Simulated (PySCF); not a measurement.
## Si⁺ (silicon, charge +1): UHF calculation

Configuration: [Ne] 3s2 3p1, 2P determinant. All numbers are calculated (PySCF 2.14, scalar relativity by spin-free X2C-1e, in aug-cc-pVDZ-DK (5s4p2d, 27 functions)).

```json
{"Total energy": "-289.172159 hartree", "One-electron energy": "-396.6222 hartree", "Hartree (Coulomb) energy": "127.5828 hartree", "Exchange energy": "-20.1328 hartree", "⟨S²⟩": "0.7638", "⟨L²⟩": "2.042", "Sum of ⟨r⟩": "11.22 bohr", "Sum of ⟨r²⟩": "20.23 bohr²", "Traceless quadrupole moment −½Σ⟨3z² − r²⟩ along its main axis": "-2.96 e·bohr²", "Langevin diamagnetic susceptibility": "-16.0 ×10⁻⁶ cm³/mol", "Time after the integrals": "0.11 s of wall time on 1 thread of AMD EPYC 7R43 64-Core Processor (shared host)"}
```

| shell | electrons | mean orbital energy (eV) | spread (eV) | rms radius, mean of both spins (bohr) |
| --- | --- | --- | --- | --- |
| 1s α | 1 | -1887.0 | 0 | 0.129 |
| 1s β | 1 | -1886.9 | 0 | 0.129 |
| 2s α | 1 | -178.09 | 0 | 0.612 |
| 2s β | 1 | -177.90 | 0 | 0.612 |
| 2p α | 3 | -125.66 | 0.314 | 0.599 |
| 2p β | 3 | -125.32 | 0.456 | 0.599 |
| 3s α | 1 | -24.150 | 0 | 2.25 |
| 3s β | 1 | -21.746 | 0 | 2.25 |
| 3p α | 1 | -16.155 | 0 | 2.68 |

Densities and radii are taken from the X2C orbitals without a picture-change correction, which distorts them close to the nucleus.
